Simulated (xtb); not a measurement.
C$_{3}$H$_{7}$O (SMILES CC(C)=[OH+]), charge +1, singlet, from a rough starting geometry; GFN2-xTB (xtb 6.7.1).

The xtb input:
```
$ xtb mol.xyz --gfn 2 --chrg 1 --opt vtight --json

# file mol.xyz
11

O      0.03732496    -0.02314608     1.66534678
C      0.03370191    -0.07033092     0.42902249
C      0.03422657     1.23104051    -0.37924700
C      0.07254868    -1.33579905    -0.41757392
H      0.10274363     2.09462829     0.28892607
H      0.07509682    -2.17187902     0.27584452
H     -0.82978145     1.30536743    -0.98332274
H      0.90914458     1.22436850    -1.03700465
H      0.94680945    -1.33703822    -1.06074170
H     -0.78679348    -1.35291014    -1.01049752
H     -0.59688845     0.33293248     2.28669733
```

Problem. Predict the main parts of the log of this xtb run.

Solution. 
```
   ID    Z sym.   atoms
    1    8 O      1
    2    6 C      2-4
    3    1 H      5-11

           -------------------------------------------------
          |                Calculation Setup                |
           -------------------------------------------------

           -------------------------------------------------
          |                 G F N 2 - x T B                 |
           -------------------------------------------------

          ...................................................
          :                      SETUP                      :
          :.................................................:
          :  # basis functions                  23          :
          :  # atomic orbitals                  23          :
          :  # shells                           15          :
          :  # electrons                        24          :
          :  max. iterations                   250          :
          :  Hamiltonian                  GFN2-xTB          :
          :  restarted?                      false          :
          :  GBSA solvation                  false          :
          :  PC potential                    false          :
          :  electronic temp.          300.0000000     K    :
          :  accuracy                    1.0000000          :
          :  -> integral cutoff          0.2500000E+02      :
          :  -> integral neglect         0.1000000E-07      :
          :  -> SCF convergence          0.1000000E-05 Eh   :
          :  -> wf. convergence          0.1000000E-03 e    :
          :  Broyden damping             0.4000000          :
          :  net charge                          1          :
          :  unpaired electrons                  0          :
          ...................................................

 iter      E             dE          RMSdq      gap      omega  full diag
   1    -13.6842833 -0.136843E+02  0.452E+00    4.36       0.0  T
   2    -13.7402461 -0.559628E-01  0.256E+00    3.16       1.0  T
   3    -13.7469923 -0.674621E-02  0.165E+00    3.62       1.0  T
   4    -13.7509425 -0.395015E-02  0.291E-01    3.25       1.0  T
   5    -13.7513929 -0.450409E-03  0.113E-01    3.36       1.0  T
   6    -13.7514330 -0.401272E-04  0.388E-02    3.33       1.0  T
   7    -13.7514356 -0.259288E-05  0.674E-03    3.34       4.5  T
   8    -13.7514358 -0.198081E-06  0.307E-03    3.34       9.8  T
   9    -13.7514358 -0.539247E-07  0.524E-04    3.34      57.6  T
[...]
 * total energy  :   -13.5976147 Eh     change       -0.2346082E-04 Eh
 * total energy  :   -13.5976182 Eh     change       -0.3528669E-05 Eh
 * total energy  :   -13.5976217 Eh     change       -0.3464899E-05 Eh
 * total energy  :   -13.5976226 Eh     change       -0.8577113E-06 Eh
 * total energy  :   -13.5976228 Eh     change       -0.2867322E-06 Eh
 * total energy  :   -13.5976230 Eh     change       -0.1960077E-06 Eh
 * total energy  :   -13.5976233 Eh     change       -0.2278485E-06 Eh
 * total energy  :   -13.5976240 Eh     change       -0.7328064E-06 Eh
 * total energy  :   -13.5976251 Eh     change       -0.1086658E-05 Eh
 * total energy  :   -13.5976258 Eh     change       -0.7448057E-06 Eh
 * total energy  :   -13.5976260 Eh     change       -0.2115548E-06 Eh
 * total energy  :   -13.5976261 Eh     change       -0.1664016E-07 Eh
   *** GEOMETRY OPTIMIZATION CONVERGED AFTER 43 ITERATIONS ***
         :: total energy             -13.597626055694 Eh    ::
[...]
     6   1 H        0.925     0.143     1.442     1.878
     7   1 H        0.925     0.144     1.430     1.870
     8   1 H        0.924     0.167     1.281     1.770
     9   1 H        0.925     0.144     1.434     1.872
    10   1 H        0.924     0.174     1.241     1.742
    11   1 H        0.803     0.380     0.524     1.137

 Mol. C6AA /au·bohr⁶  :        699.358992
 Mol. C8AA /au·bohr⁸  :      15301.332830
 Mol. α(0) /au        :         39.585860

Wiberg/Mayer (AO) data.
largest (>0.10) Wiberg bond orders for each atom

 ---------------------------------------------------------------------------
     #   Z sym  total        # sym  WBO       # sym  WBO       # sym  WBO
 ---------------------------------------------------------------------------
     1   8 O    2.466 --     2 C    1.459    11 H    0.822
     2   6 C    3.847 --     1 O    1.459     4 C    1.121     3 C    1.119
     3   6 C    3.972 --     2 C    1.119     5 H    0.958     7 H    0.935
                             8 H    0.876
     4   6 C    3.963 --     2 C    1.121     6 H    0.952     9 H    0.935
                            10 H    0.868
     5   1 H    0.986 --     3 C    0.958
     6   1 H    0.980 --     4 C    0.952
     7   1 H    0.979 --     3 C    0.935
     8   1 H    0.972 --     3 C    0.876
     9   1 H    0.979 --     4 C    0.935
    10   1 H    0.970 --     4 C    0.868
    11   1 H    0.856 --     1 O    0.822
 ---------------------------------------------------------------------------

Topologies differ in total number of bonds
Writing topology from bond orders to xtbtopo.mol

molecular dipole:
                 x           y           z       tot (Debye)
 q only:       -0.039       0.286       0.344
   full:       -0.055       0.512       0.443       1.728
molecular quadrupole (traceless):
                xx          xy          yy          xz          yz          zz
 q only:       -5.016       0.514       2.718      -0.681       3.429       2.299
  q+dip:       -4.628       0.560       2.295      -0.661       4.505       2.333
   full:       -4.081       0.571       1.997      -0.596       4.552       2.084

optimized geometry written to: xtbopt.xyz

           -------------------------------------------------
          | TOTAL ENERGY              -13.597626055694 Eh   |
          | GRADIENT NORM               0.000139082688 Eh/α |
          | HOMO-LUMO GAP               4.270514477301 eV   |
           -------------------------------------------------
```
